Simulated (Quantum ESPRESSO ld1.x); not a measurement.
The numbers below are computed, except where a source is named.
All-electron atom: Al V in [He] 2s2 2p5. Level of theory: non-relativistic Kohn-Sham, LDA (Slater exchange, Perdew-Wang correlation), spin-polarised, spherical densities, point nucleus; open shells are filled with parallel spins first (ld1.x of Quantum ESPRESSO 7.5). Some entries of the table are withheld. Estimate them.

orbital  occ.  eigenvalue (hartree)  <1/r> (bohr^-1)
1s up       1                   (1)            12.53
1s down     1                   (2)            12.54
2s up       1              -6.48102            2.414
2s down     1              -6.37792            2.399
2p up       3              -5.14967            2.322
2p down     2              -5.03536            2.307

Answer. 
(1) 1s up eigenvalue (hartree): -58.0969
(2) 1s down eigenvalue (hartree): -58.0345
